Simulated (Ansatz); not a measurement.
A structure relaxed at PBE-D4/def2-SVP in Ansatz, charge 0, singlet:

```xyz
26

B    -0.0478   -0.0780    0.0438
N     0.7341    1.2091   -0.6813
H     0.1651    1.6009   -1.4463
H     1.6394    0.9134   -1.0760
H     0.9137    1.9611    0.0005
C     0.8368   -0.4094    1.3800
C     0.8976    0.6819    2.4579
H     1.8793   -0.6951    1.1014
H     0.4108   -1.3342    1.8322
H     1.5409    0.4095    3.3218
H     1.3099    1.6452    2.0710
H    -0.1080    0.9193    2.8635
C    -0.0194   -1.2721   -1.0747
C     1.3604   -1.8180   -1.4686
H    -0.5572   -0.9576   -2.0010
H    -0.6332   -2.1105   -0.6728
H     1.3137   -2.5995   -2.2569
H     2.0363   -1.0260   -1.8731
H     1.8925   -2.2620   -0.6015
C    -1.5524    0.4739    0.3743
C    -2.4301    0.8506   -0.8275
H    -1.5090    1.3441    1.0720
H    -2.0700   -0.3207    0.9590
H    -3.4249    1.2500   -0.5358
H    -1.9671    1.6411   -1.4665
H    -2.6113   -0.0170   -1.4956
```

Task: Give its formula, name or SMILES and point group.

Result: B(NH3)Et3 (C₆H₁₈BN). Point group C3 (tolerance 0.1 Å).

Task: Summarise the bond lengths by kind (pairs closer than 1.2 times the sum of covalent radii, bridged metal pairs left out).

Result: 3 × C–C 1.54 Å; 3 × B–C 1.64 Å; 1 × B–N 1.67 Å; 15 × C–H 1.11 to 1.12 Å; 3 × H–N 1.03 Å.
